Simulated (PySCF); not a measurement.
A TDDFT job, as run on `[C](#C[SiH3])[GeH2][NH]C`.

The calculation used TDDFT B3LYP/def2-SVPD, vertical, gas phase, core orbitals frozen in the response (PySCF 2.14.0, density-fitted response routines).

Input of the driver that calls PySCF (job settings, then Cartesian coordinates in Å):

```
{"job": {"kind": "uv", "xc": "B3LYP", "basis": "def2-SVPD", "nstates": 8, "ntriplets": 3}, "charge": 0, "multiplicity": 1}
C     -3.2621    -0.0735    -0.1916
N     -1.8327     0.1515    -0.0853
Ge    -0.6310    -1.0622    -0.6998
C      1.0801    -0.3135    -0.3618
C      2.1698     0.1708    -0.1496
Si     3.8379     0.9058     0.1715
H     -3.7922     0.5674     0.5159
H     -3.6608     0.1160    -1.1954
H     -3.4678    -1.1129     0.0635
H     -1.6028     1.1191    -0.2689
H     -0.7340    -1.4151    -2.1738
H     -0.8578    -2.3115     0.1032
H      4.4472     0.1922     1.2960
H      4.6420     0.7494    -1.0434
H      3.6596     2.3245     0.4919
```

The driver printed:

```
coarse grid: 56736 points
cycle   1  E = -2540.4344803113  dE = -2.317e-01  |g| = 6.711e-01  |ddm| = 7.123e+00
cycle   2  E = -2540.3469002921  dE =  8.758e-02  |g| = 9.270e-01  |ddm| = 2.836e+00
cycle   3  E = -2540.5169880209  dE = -1.701e-01  |g| = 1.220e-01  |ddm| = 1.702e+00
cycle   4  E = -2540.5199755296  dE = -2.988e-03  |g| = 4.445e-02  |ddm| = 2.632e-01
cycle   5  E = -2540.5203076631  dE = -3.321e-04  |g| = 2.071e-02  |ddm| = 8.234e-02
cycle   6  E = -2540.5204062645  dE = -9.860e-05  |g| = 7.135e-03  |ddm| = 3.708e-02
cycle   7  E = -2540.5204195967  dE = -1.333e-05  |g| = 9.657e-04  |ddm| = 1.332e-02
cycle   8  E = -2540.5204198685  dE = -2.717e-07  |g| = 1.966e-04  |ddm| = 2.260e-03
final grid: 117928 points
cycle   9  E = -2540.5203884844  dE = -5.230e-08  |g| = 2.278e-04  |ddm| = 1.376e-02
cycle  10  E = -2540.5203884756  dE =  8.823e-09  |g| = 2.905e-04  |ddm| = 8.795e-04
cycle  11  E = -2540.5203884968  dE = -2.121e-08  |g| = 5.696e-05  |ddm| = 4.904e-04
cycle  12  E = -2540.5203884976  dE = -7.640e-10  |g| = 1.249e-05  |ddm| = 8.868e-05
converged SCF energy = -2540.5203884976

Static polarisability (au): isotropic 104.279, principal 80.417 88.069 144.351

Singlet excitations
state   eV       nm        f      main configurations
  1   4.9205    252.0   0.00694   H->L 0.97
  2   5.3484    231.8   0.00732   H->L+1 0.98
  3   5.6543    219.3   0.00018   H-1->L 0.85
  4   5.8276    212.8   0.00420   H->L+2 0.65, H->L+3 0.29
  5   5.8941    210.4   0.00172   H-2->L 0.50, H-1->L+1 0.41
  6   5.9809    207.3   0.00076   H-2->L+1 0.85
  7   6.1199    202.6   0.00973   H->L+3 0.50, H->L+2 0.28, H->L+5 0.12
  8   6.4593    191.9   0.02700   H->L+5 0.47, H->L+4 0.20, H->L+6 0.14

Triplet excitations (Tamm-Dancoff, eV): 4.7040 4.7804 5.1472
```

The SCF starts on a coarse grid; the energy jumps when the final grid takes over, and dE counts afresh there. The run used 214 basis functions and 12 SCF iterations for the ground state.

Hardware: one thread, Arm Neoverse N1 (aarch64), no GPU, shared host with 64 logical CPUs at a one-minute load of 59. Cost: 66 s, 1.0 GiB resident at most.

Task: What frontier levels and dipole did the ground state of this run have?

Result: HOMO -6.48 eV, LUMO -0.68 eV, dipole 0.91 D.

Isolated species at its GFN2-xTB geometry (one conformer only). Relativistic effects, spin–orbit coupling among them, are left out although an element past zinc is present.
